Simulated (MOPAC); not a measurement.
MOPAC input (PM7):

```
PM7 FORCE THERMO(298,298) PRECISE LET GEO-OK AUX(PRECISION=9) THREADS=1
AlBrO

Al   -0.00000000 1   -0.00000000 1   -1.05145729 1
O     0.00000000 1    0.00000000 1   -2.66106724 1
Br    0.00000000 1    0.00000000 1    0.95458224 1
```

From the output:

```
    Br    3   4.626562   0.526332   5.113211

          HEAT OF FORMATION =     -68.416079 KCALS/MOLE

          ZERO POINT ENERGY       3.210 KCAL/MOL

           NORMAL COORDINATE ANALYSIS (Total motion = 1 Angstrom)

   Root No.       1         2         3         4

                 1 Pi      1 Pi      1 Sig     2 Sig

                 224.4     224.4     542.5    1254.2

           1    0.0000   -0.0000   -0.3416   -0.4066
           2    0.4793    0.0082    0.0000   -0.0000
           3   -0.0082    0.4793   -0.0000   -0.0000
           4   -0.0000    0.0000   -0.4525    0.5703
           5   -0.4485   -0.0076   -0.0000    0.0000
           6    0.0076   -0.4485   -0.0000    0.0000
           7   -0.0000    0.0000    0.2059    0.0231
           8   -0.0721   -0.0012   -0.0000    0.0000
           9    0.0012   -0.0721    0.0000    0.0000

           MASS-WEIGHTED COORDINATE ANALYSIS (NORMAL COORDINATES)

   Root No.       1         2         3         4

                 1 Pi      1 Pi      1 Sig     2 Sig

                 224.4     224.4     542.5    1254.2

           1    0.0000   -0.0000   -0.5664   -0.6779
           2    0.7940    0.0066   -0.0000   -0.0000
           3   -0.0066    0.7940   -0.0000   -0.0000
           4   -0.0000    0.0000   -0.5777    0.7321
           5   -0.5721   -0.0047    0.0000    0.0000
           6    0.0047   -0.5721   -0.0000    0.0000
           7   -0.0000    0.0000    0.5877    0.0663
           8   -0.2054   -0.0017    0.0000    0.0000
           9    0.0017   -0.2054    0.0000    0.0000

          DESCRIPTION OF VIBRATIONS

 VIBRATION          2    1Pi         ATOM PAIR     ENERGY CONTRIBUTION    RADIAL
 FREQUENCY           224.37         Al1 -- O 2         +67.0% ( 95.8%)      0.0%
 TRANSITION DIPOLE   3.0758         Al1 -- Br3         +33.0% ( 67.3%)      0.0%
 TRAVEL (Ang.)       0.1545
 REDUCED MASS       12.5822
 EFFECTIVE MASS     24.6156
 FORCE CONSTANT      0.3732

 VIBRATION          3    1Sig        ATOM PAIR     ENERGY CONTRIBUTION    RADIAL
 FREQUENCY           542.53         Al1 -- Br3         +76.2% (118.3%)    100.0%
 TRANSITION DIPOLE   2.6865         Al1 -- O 2         +23.8% ( 66.1%)    100.0%
 TRAVEL (Ang.)       0.0939
 REDUCED MASS       14.0909
 EFFECTIVE MASS     39.3413
 FORCE CONSTANT      2.4436

 VIBRATION          4    2Sig        ATOM PAIR     ENERGY CONTRIBUTION    RADIAL
 FREQUENCY          1254.22         Al1 -- O 2         +79.9% ( 99.6%)    100.0%
 TRANSITION DIPOLE   0.3954         Al1 -- Br3         +20.1% ( 49.9%)    100.0%
 TRAVEL (Ang.)       0.0723
 REDUCED MASS       10.2974
 EFFECTIVE MASS     20.9698
 FORCE CONSTANT      9.5439

      SYMMETRY NUMBER FOR POINT-GROUP C*v =  1

          SYSTEM IS A GROUND STATE

 AlBrO

          MOLECULE IS LINEAR

          THERE ARE  4 GENUINE VIBRATIONS IN THIS SYSTEM
          THIS THERMODYNAMICS CALCULATION IS LIMITED TO
          MOLECULES WHICH HAVE NO INTERNAL ROTATIONS

                    CALCULATED THERMODYNAMIC PROPERTIES
                                          *
   TEMP. (K)   PARTITION FUNCTION   H.O.F.    ENTHALPY  HEAT CAPACITY ENTROPY
                                   KCAL/MOL   CAL/MOLE    CAL/K/MOL  CAL/K/MOL

 298.00  VIB.     0.2471D+01                   786.7901     4.9347     4.4375
         ROT.     0.2650D+04                   592.1869     1.9872    17.6512
         INT.     0.6547D+04                  1378.9769     6.9219    22.0887
         TRA.     0.1317D+28                  1480.4672     4.9680    40.3301
         TOT.                      -68.416    2859.4441    11.8899    62.4187

   *: NOTE: HEATS OF FORMATION ARE RELATIVE TO THE
            ELEMENTS IN THEIR STANDARD STATE AT 298K
              (=  Standard Enthalpy of Formation).

            Hvib:  Zero-point energy is not included.
                   frequencies of less than zero cm-1 are not included.
            Hrot = (3/2)RT
            Htra = (3/2)RT + pV = (5/2)RT

            Heat capacity is Cp, not Cv

          For more information, see: HTTP://OpenMOPAC.net/Manual/thermochemistry.html

           FORCE CONSTANT IN CARTESIAN COORDINATES (Millidynes/A)

    ATOM   CHEMICAL       X               Y               Z
   NUMBER   SYMBOL  FORCE CONSTANT  FORCE CONSTANT  FORCE CONSTANT

      1      Al       12.994235        0.504575        0.504575
      2       O        8.874534        0.155327        0.155327
      3      Br        5.111587        0.099989        0.099989

 **********************
 *                    *
 * JOB ENDED NORMALLY *
 *                    *
 **********************

 == MOPAC DONE ==
```
